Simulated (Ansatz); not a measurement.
Geometry optimisation, RKS PBE0-D4/def2-SVP in Ansatz.

Input file:

```yaml
crystal:
  periodic: [false, false, false]
  atoms:
    - { symbol: Ga, position_ang: [0.0, 0.0, 0.0] }
    - { symbol: H, position_ang: [0.0, 0.0, 1.92] }
    - { symbol: H, position_ang: [1.3596, 0.0, -0.785] }
    - { symbol: H, position_ang: [-1.3596, 0.0, -0.785] }
    - { symbol: S, position_ang: [0.1074, -2.4365, 0.8104] }
    - { symbol: H, position_ang: [-0.6501, -3.2469, -0.0437] }
    - { symbol: H, position_ang: [0.0433, -0.9815, 1.9671] }
basis:
  gaussian: { orbitals: def2-SVP }
hamiltonian:
  xc: pbe0
  dispersion: d4
relax:
  f_tol: 0.15
  max_steps: 25
  restrain:
    - { distance: [0, 4], at: 3.47, k: 30.0 }
    - { distance: [6, 1], at: 1.86, k: 30.0 }
    - { distance: [0, 1], at: 1.57, k: 30.0 }
    - { distance: [6, 4], at: 1.4, k: 30.0 }
```

Command:

```bash
$ ansatz run input.yaml --threads 2 --pin off --max-ram 3072MiB --backend cpu --events-out ev --progress --plain --runs-dir out
```

Q: Where does it end, and by what steps?

A: It converged. The restraints hold the end off the free minimum. After 8 steps the energy has fallen by 1.425 eV (the restraints' own energy left out); H6 moved furthest, 0.87 Å. Parted: Ga1–S5 (2.57 → 3.46 Å). Joined: S5–H7 (1.86 → 1.38 Å).

```
step  energy less start (eV)  largest force component (eV/Å)  accepted
   0                  0.0000                           2.646       yes
   1                  0.4944                           1.873       yes
   2                  0.1676                           2.112       yes
   3                 -0.5728                           1.738       yes
   4                 -1.2590                           1.095       yes
   5                 -1.3700                           0.875       yes
   6                 -1.4011                           0.762       yes
   7                 -1.4186                           0.682       yes
   8                 -1.4250                           0.660       yes
```

```xyz
7
Properties=species:S:1:pos:R:3
Ga 0.048 0.292 -0.087
H -0.095 0.064 1.465
H 1.430 0.717 -0.688
H -1.229 0.109 -0.979
S 0.282 -2.985 0.999
H -1.035 -3.080 0.721
H 0.099 -1.782 1.653
```

The run took 15 s on 2 threads of Intel(R) Xeon(R) Platinum 8259CL CPU @ 2.50GHz (Skylake/Cascade Lake), with other jobs on the host, peak memory 0.19 GiB.
